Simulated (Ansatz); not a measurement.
The molecule NbF, multiplicity 5 (lowest of 2S+1 = 1, 3, 5, 7 at CCSD(T)/def2-TZVPP on PBE0 minima; our sources give no spin for the ground state, which may be another). No spin–orbit coupling.

Seven points along R, fitted to fifth degree in 1/R; most abundant isotopes. In def2 and cc sets the state is the lowest found near the PBE0 minimum, followed along R.

Correlated levels freeze the inner cores; with def2 sets outer-core shells near the valence are correlated too.

Programs: Ansatz (a program for electronic structure) with Gaussian orbitals.  In def2 rows elements past Kr take small-core potentials, without spin–orbit coupling.

Energies at B2PLYP/def2-TZVPP:

```
R (Å)       E (hartree)
--------  -------------
1.740614  -156.65509082
1.787404  -156.66204984
1.830452  -156.66561469
1.879114  -156.66701812
1.927777  -156.66621022
1.983925  -156.66316818
2.049432  -156.65752104
```

Q: With a reduced mass of 15.7730 u, find the minimum, the force constant and the constants.

A: A fifth-degree polynomial in 1/R puts the minimum at r_e = 1.8837 Å with force constant 396 N/m. Then ω_e = (1/2πc)√(k/μ) = 653 cm⁻¹ and B_e = h/(8π²cμr_e²) = 0.3012 cm⁻¹; the cubic and quartic terms give α_e = 0.0018 and ω_e x_e = 2.9 cm⁻¹.
